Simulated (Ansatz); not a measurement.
Program: Ansatz. Geometries: PBE0-D4/def2-TZVP. ΔE: electronic, gas phase. CCSD(T)/CBS adds triple-zeta CCSD(T) − MP2 to the extrapolated MP2 energy (def2 sets, frozen cores). Functionals use def2-TZVPP. One conformer a species, not always the lowest.

Reaction (formal exchange of groups at the Si–B bond): `[SiH3]BOCS` + `O=CC(F)(F)Cl` → `O=CC(F)(F)[SiH3]` + `SCOBCl`

Question: Is it downhill or uphill in electronic energy at CCSD(T)/CBS, and by how much? (Estimate.)

Answer: Computed: Downhill: ΔE = -1.49 eV.

Question: What do these levels give: ωB97X-V, ωB97M-V, B2PLYP, SCS-MP2/def2-TZVPP, CCSD(T)/def2-TZVPP, MP2/CBS(def2)? (Estimate.)

Answer: The calculation gave: ωB97X-V -1.46, ωB97M-V -1.51, B2PLYP -1.50, SCS-MP2/def2-TZVPP -1.52, CCSD(T)/def2-TZVPP -1.46, MP2/CBS(def2) -1.56 eV.

Largest T1 diagnostic among the species: 0.014.

From PBE to PBE0 (25 % exact exchange), in def2-TZVPP and without D4, ΔE moves by −0.06 eV. In def2-TZVPP, CCSD(T) changes the Hartree–Fock value by +0.13 eV (the triples alone add +0.03 eV) and MP2 by +0.06 eV.
